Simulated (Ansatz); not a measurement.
A nudged elastic band was laid between two geometries of Cl2GeH2O2 + H3P (11 atoms, charge 0, multiplicity 1).

Level of theory: RKS PBE/def2-SVP in Ansatz.

```yaml
movable_images: 5
climbing_image: yes
spring: 5.0 eV/Å²
optimiser: quadratic models (default)
start_path: through a guess of the saddle point
force_threshold: 0.05 eV/Å
iteration_limit: 60
end_points: relaxed
```

First end point:

```xyz
11
Properties=species:S:1:pos:R:3
Ge -0.158 -0.445 -0.149
Cl -0.664 -0.459 1.959
O 1.586 -0.514 -0.438
H 1.889 -1.443 -0.472
O -0.686 1.078 -0.883
H -1.475 1.422 -0.423
Cl -1.108 -2.169 -1.053
P 2.066 3.006 1.321
H 2.664 1.807 0.792
H 0.993 2.943 0.362
H 1.308 2.259 2.294
```

Last end point:

```xyz
11
Properties=species:S:1:pos:R:3
Ge 0.336 0.109 -0.604
Cl 0.056 2.444 4.672
O 1.374 0.053 -2.064
H 1.860 -0.794 -2.097
O -1.165 0.932 -1.090
H -1.411 0.670 -1.999
Cl -0.006 -1.971 -0.015
P 1.109 1.282 1.252
H 2.296 0.477 1.356
H 1.746 2.292 0.449
H 0.219 1.991 3.452
```

Task: What changes between the two ends?

Result: Bonds broken: Ge1–Cl2, P8–H11. Bonds formed: Ge1–P8, Cl2–H11. Cl2GeH2O2 + H3P becomes ClGeH4O2P + ClH.

Task: Give the energies along the band, and the barrier.

Result: It converged. The highest image is number 2 of 0 to 6, 1.37 eV above the first end and 0.96 eV above the last; the last end lies 0.41 eV above the first. A vibrational analysis at the climbing image gives one clearly imaginary mode, 651i cm⁻¹: a first-order saddle point. The orbitals stay closed-shell, which can raise the energy where a bond breaks towards radicals; this wasn't checked here.

```csv
image,path coordinate (Å),energy (eV),Ge1–Cl2 (Å),P8–H11 (Å),Ge1–P8 (Å)
0,0.00,0.00,2.17,1.44,4.36
1,1.52,0.24,2.18,1.44,3.77
2,3.05,1.37,2.64,1.67,2.41
3,4.56,0.59,3.83,2.23,2.34
4,6.07,0.44,4.75,2.48,2.33
5,7.58,0.42,5.30,2.49,2.33
6,9.09,0.41,5.78,2.48,2.33
```

Task: What is the geometry of the highest image?

Result: 
```xyz
11
Properties=species:S:1:pos:R:3
Ge 0.286 0.232 0.013
Cl -0.245 0.036 2.594
O 1.794 -0.513 -0.626
H 1.568 -1.405 -0.960
O -0.700 1.368 -0.977
H -1.435 0.857 -1.375
Cl -1.034 -1.564 -0.216
P 1.463 2.022 1.117
H 2.856 1.866 0.845
H 1.167 3.260 0.466
H 0.694 1.327 2.429
```

Task: What are the harmonic wavenumbers there?

Result: 651i, 40, 51, 118, 138, 155, 208, 221, 236, 287, 348, 377, 417, 465, 532, 640, 698, 755, 868, 912, 955, 1002, 1277, 2377, 2418, 3669, 3671 cm⁻¹.

The band took 28 iterations and about 16 core-minutes.

Time of the run: 4.3 min on 4 threads of Arm Neoverse V1, with other jobs on the host, peak memory 0.23 GiB.
